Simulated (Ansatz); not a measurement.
CH6BOSi (`C[B]O[SiH3]`) radical, relaxed with UKS PBE0-D4/def2-TZVP in Ansatz 0.2.0 from a PBE-D4/def2-SVP geometry. The force threshold is 0.005 eV/Å; the program also tests the step.

Charge 0, multiplicity 2.

Start:

```xyz
10

C    -1.589    1.274    0.530
B    -0.456    0.194    0.504
O     0.323   -0.093   -0.563
Si    1.569   -1.268   -0.529
H    -1.289    2.094    1.217
H    -1.792    1.708   -0.474
H    -2.528    0.859    0.950
H     2.156   -1.270   -1.908
H     0.995   -2.615   -0.205
H     2.611   -0.881    0.478
```

```
        step  energy (eV)  largest force (eV/Å)  largest move (Å)
           1  -11730.0223                 0.871             0.000
           2  -11730.0640                 0.534             0.030
           3  -11730.0739                 0.079             0.017
           4  -11730.0742                 0.042             0.003
           5  -11730.0745                 0.033             0.008
           6  -11730.0750                 0.007             0.024
7 (rejected)  -11730.0648                 0.349             0.049
           8  -11730.0750                 0.025             0.016
           9  -11730.0751                 0.005             0.011
          10  -11730.0751                 0.009             0.006
          11  -11730.0751                 0.004             0.004
```

End:

```xyz
10

C    -1.574    1.270    0.523
B    -0.445    0.199    0.530
O     0.327   -0.121   -0.516
Si    1.550   -1.255   -0.527
H    -1.303    2.086    1.202
H    -1.752    1.685   -0.474
H    -2.506    0.853    0.913
H     2.107   -1.240   -1.899
H     1.001   -2.594   -0.208
H     2.595   -0.882    0.456
```

Hardware: 4 threads of an Arm Neoverse N1 on a shared host. Wall time 55 s, peak host memory 0.42 GiB.
